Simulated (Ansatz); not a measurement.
Steps of a relaxation of C₄H₈Ge (`C=C=C[CH2][GeH3]`) with RKS PBE-D4/def2-SVP.

```sh
$ ansatz run in.yaml --threads 2 --pin off --events-out ev --progress --plain --max-ram 22528MiB --backend cpu
```

```yaml
crystal:
  periodic: [false, false, false]
  atoms:
    - {symbol: C, position_ang: [-1.309400, 1.526000, 2.167800]}
    - {symbol: C, position_ang: [-0.604300, 0.821200, 1.403400]}
    - {symbol: C, position_ang: [0.124800, 0.077600, 0.636700]}
    - {symbol: C, position_ang: [-0.105000, -0.114000, -0.796600]}
    - {symbol: Ge, position_ang: [1.133400, -1.291700, -1.669200]}
    - {symbol: H, position_ang: [-1.111500, 1.729600, 3.197800]}
    - {symbol: H, position_ang: [-2.206300, 2.050100, 1.740500]}
    - {symbol: H, position_ang: [1.067900, -0.376000, 1.082100]}
    - {symbol: H, position_ang: [-0.181300, 0.871000, -1.276000]}
    - {symbol: H, position_ang: [-1.179800, -0.591900, -0.860900]}
    - {symbol: H, position_ang: [0.743700, -1.471200, -3.122000]}
    - {symbol: H, position_ang: [1.161100, -2.654300, -0.924700]}
    - {symbol: H, position_ang: [2.487200, -0.611200, -1.564000]}
basis:
  gaussian: {orbitals: def2-SVP}
hamiltonian: {xc: pbe, dispersion: d4}
relax: {f_tol: 0.03, max_steps: 200}
```

Positions (Å) and forces (eV/Å) along the path, 11 of 22 steps:

```xyz
13
step=1 energy=-60766.8989 eV
C    -1.309    1.526    2.168   -3.866    3.099    1.766
C    -0.604    0.821    1.403    1.933   -1.193   -1.183
C     0.125    0.078    0.637    2.915   -2.036    0.019
C    -0.105   -0.114   -0.797   -2.180    0.349   -0.734
Ge    1.133   -1.292   -1.669    0.237   -0.381    0.161
H    -1.111    1.730    3.198    1.081    1.427    0.888
H    -2.206    2.050    1.740   -0.604   -1.364    0.607
H     1.068   -0.376    1.082   -1.416   -0.851    0.312
H    -0.181    0.871   -1.276   -0.079    0.308   -0.891
H    -1.180   -0.592   -0.861    1.464    0.631   -0.296
H     0.744   -1.471   -3.122   -0.129   -0.134   -0.578
H     1.161   -2.654   -0.925    0.006    0.034   -0.048
H     2.487   -0.611   -1.564    0.639    0.111   -0.022
13
step=2 energy=-60768.1901 eV
C    -1.332    1.558    2.199   -1.457    1.004    0.326
C    -0.582    0.828    1.418    0.644   -0.044    0.081
C     0.160    0.068    0.637    1.068   -0.725    0.563
C    -0.108   -0.083   -0.819   -0.753    0.261   -0.403
Ge    1.145   -1.287   -1.677    0.268   -0.115   -0.133
H    -1.028    1.910    3.198    0.563    1.192   -0.453
H    -2.329    1.913    1.802   -0.157   -1.305    0.962
H     0.990   -0.523    1.130   -1.273   -0.730   -0.094
H    -0.183    0.892   -1.334    0.011    0.133   -0.381
H    -1.142   -0.564   -0.895    0.771    0.421   -0.107
H     0.744   -1.480   -3.145   -0.003   -0.106   -0.269
H     1.162   -2.649   -0.930   -0.009    0.043   -0.033
H     2.524   -0.616   -1.570    0.327   -0.029   -0.059
13
step=4 energy=-60769.4877 eV
C    -1.338    1.605    2.215   -0.419    0.262    0.152
C    -0.567    0.845    1.454    0.203    0.043    0.148
C     0.144    0.045    0.670   -0.187   -0.112    0.336
C    -0.085   -0.043   -0.827    0.187   -0.018    0.022
Ge    1.179   -1.267   -1.705    0.078    0.073   -0.023
H    -0.915    2.241    3.043   -0.302    0.242   -0.993
H    -2.458    1.621    2.019    0.812   -0.498    0.826
H     0.773   -0.741    1.163   -0.683   -0.105   -0.167
H    -0.144    0.930   -1.354    0.102    0.096    0.039
H    -1.089   -0.511   -0.935    0.006    0.046   -0.160
H     0.766   -1.498   -3.179    0.054   -0.013   -0.055
H     1.165   -2.625   -0.945    0.009    0.051   -0.034
H     2.588   -0.638   -1.603    0.140   -0.068   -0.091
13
step=5 energy=-60769.8451 eV
C    -1.329    1.616    2.228   -0.349    0.362    0.233
C    -0.576    0.841    1.472    0.134    0.012    0.032
C     0.096    0.016    0.685   -0.178   -0.093    0.032
C    -0.076   -0.039   -0.826   -0.038   -0.080    0.115
Ge    1.200   -1.253   -1.711    0.072    0.037    0.010
H    -0.895    2.394    2.918   -0.391   -0.171   -0.773
H    -2.454    1.509    2.163    0.801   -0.145    0.558
H     0.660   -0.814    1.169   -0.358   -0.043   -0.056
H    -0.110    0.948   -1.330    0.091    0.048    0.117
H    -1.080   -0.497   -0.984    0.077    0.059   -0.161
H     0.782   -1.497   -3.184    0.038    0.021   -0.022
H     1.180   -2.610   -0.951    0.019    0.033   -0.023
H     2.623   -0.649   -1.634    0.081   -0.041   -0.063
13
step=7 energy=-60770.1251 eV
C    -1.255    1.672    2.240    0.041    0.358   -0.085
C    -0.619    0.804    1.473   -0.028   -0.104    0.034
C    -0.089   -0.133    0.700   -0.027    0.168    0.177
C    -0.126   -0.102   -0.815   -0.351   -0.152   -0.010
Ge    1.261   -1.194   -1.710    0.103    0.015    0.082
H    -0.787    2.623    2.620   -0.246   -0.635   -0.135
H    -2.335    1.496    2.460    0.336    0.174    0.034
H     0.345   -1.024    1.206    0.003    0.127   -0.117
H    -0.140    0.939   -1.202    0.040   -0.089    0.025
H    -1.085   -0.571   -1.152    0.118    0.093   -0.002
H     0.878   -1.443   -3.195   -0.001    0.045    0.029
H     1.307   -2.561   -0.970    0.028    0.000   -0.030
H     2.667   -0.539   -1.641   -0.015    0.000    0.000
13
step=9 energy=-60770.2014 eV
C    -1.116    1.755    2.175   -0.135    0.225    0.177
C    -0.657    0.763    1.445    0.032   -0.131   -0.114
C    -0.258   -0.248    0.697    0.224   -0.036    0.056
C    -0.287   -0.285   -0.806   -0.162    0.160   -0.240
Ge    1.310   -1.099   -1.663   -0.122   -0.082    0.112
H    -0.482    2.603    2.496   -0.030   -0.103    0.000
H    -2.177    1.769    2.497    0.115    0.060   -0.041
H     0.123   -1.154    1.207   -0.025   -0.014    0.076
H    -0.412    0.729   -1.240   -0.074    0.037    0.098
H    -1.180   -0.869   -1.129    0.151   -0.090   -0.136
H     1.119   -1.133   -3.203   -0.028   -0.022    0.004
H     1.425   -2.548   -1.115    0.092   -0.021   -0.047
H     2.612   -0.318   -1.346   -0.037    0.017    0.056
13
step=13 energy=-60770.2441 eV rejected
C    -0.930    1.778    2.121   -0.006   -0.014   -0.006
C    -0.668    0.709    1.398    0.020    0.063    0.027
C    -0.427   -0.361    0.661   -0.035    0.014    0.334
C    -0.427   -0.402   -0.832    0.038   -0.020   -0.332
Ge    1.319   -0.971   -1.586    0.041   -0.018   -0.049
H    -0.130    2.419    2.532    0.010    0.071   -0.122
H    -1.971    2.073    2.347    0.008   -0.070    0.126
H    -0.205   -1.306    1.196   -0.135   -0.039   -0.031
H    -0.701    0.580   -1.269    0.022   -0.028    0.038
H    -1.173   -1.144   -1.195    0.041    0.021    0.003
H     1.233   -1.005   -3.138    0.016    0.002    0.015
H     1.652   -2.399   -1.073    0.004    0.013    0.006
H     2.450   -0.004   -1.145   -0.024    0.005   -0.008
13
step=16 energy=-60770.2681 eV
C    -0.837    1.776    2.093    0.104   -0.236   -0.139
C    -0.679    0.678    1.375   -0.013    0.026    0.035
C    -0.535   -0.418    0.644    0.006    0.324    0.145
C    -0.490   -0.454   -0.856    0.159   -0.030   -0.052
Ge    1.327   -0.911   -1.544   -0.014    0.027    0.092
H     0.025    2.381    2.427   -0.002   -0.006   -0.024
H    -1.838    2.125    2.396   -0.071    0.022    0.026
H    -0.400   -1.375    1.177   -0.014   -0.114    0.047
H    -0.794    0.518   -1.288    0.001    0.035   -0.041
H    -1.171   -1.232   -1.252   -0.082   -0.060   -0.041
H     1.309   -0.963   -3.098    0.006   -0.002    0.011
H     1.741   -2.309   -0.994   -0.011    0.074   -0.026
H     2.362    0.149   -1.066   -0.069   -0.060   -0.033
13
step=17 energy=-60770.2709 eV
C    -0.830    1.773    2.090    0.033   -0.087   -0.022
C    -0.676    0.677    1.373   -0.010   -0.002    0.013
C    -0.536   -0.418    0.643   -0.006    0.126    0.075
C    -0.491   -0.455   -0.858    0.052   -0.043   -0.035
Ge    1.325   -0.907   -1.541    0.015    0.007    0.054
H     0.034    2.376    2.423   -0.008   -0.005   -0.014
H    -1.832    2.122    2.399   -0.007    0.014   -0.005
H    -0.415   -1.379    1.178    0.002   -0.031   -0.002
H    -0.793    0.517   -1.292    0.003    0.014   -0.025
H    -1.175   -1.234   -1.256   -0.030   -0.007   -0.009
H     1.313   -0.966   -3.094    0.001   -0.003    0.007
H     1.747   -2.298   -0.983   -0.007    0.049   -0.019
H     2.350    0.159   -1.066   -0.039   -0.032   -0.019
13
step=20 energy=-60770.2724 eV
C    -0.818    1.763    2.091   -0.010    0.011    0.044
C    -0.677    0.670    1.371   -0.006   -0.015   -0.004
C    -0.547   -0.421    0.638    0.000   -0.006    0.003
C    -0.496   -0.457   -0.866    0.001   -0.007    0.003
Ge    1.324   -0.900   -1.533    0.001   -0.017    0.003
H     0.053    2.351    2.432   -0.005    0.005   -0.015
H    -1.816    2.127    2.396    0.021    0.002   -0.008
H    -0.440   -1.388    1.169   -0.008    0.011   -0.024
H    -0.788    0.520   -1.299   -0.006    0.001   -0.007
H    -1.185   -1.228   -1.270    0.008    0.004    0.008
H     1.314   -1.002   -3.084    0.004   -0.001   -0.002
H     1.770   -2.266   -0.941    0.003    0.009   -0.001
H     2.328    0.195   -1.090   -0.004    0.003    0.000
13
step=22 energy=-60770.2732 eV
C    -0.788    1.752    2.091   -0.006    0.026    0.001
C    -0.678    0.658    1.366   -0.006   -0.006    0.006
C    -0.577   -0.434    0.629   -0.002   -0.025   -0.020
C    -0.513   -0.467   -0.875    0.020    0.006    0.027
Ge    1.322   -0.882   -1.519    0.017   -0.004   -0.005
H     0.102    2.314    2.429   -0.015   -0.007   -0.001
H    -1.775    2.151    2.389    0.024   -0.009    0.004
H    -0.499   -1.407    1.154   -0.004    0.024   -0.016
H    -0.809    0.507   -1.312   -0.008    0.004   -0.002
H    -1.190   -1.245   -1.286   -0.006   -0.012    0.002
H     1.333   -1.021   -3.068    0.000    0.000    0.012
H     1.806   -2.217   -0.888   -0.008    0.011   -0.005
H     2.287    0.256   -1.093   -0.005   -0.008   -0.004
```

Hardware: 2 threads of an AMD EPYC 7R13 on a shared host. Wall time 46 s, peak host memory 0.33 GiB.
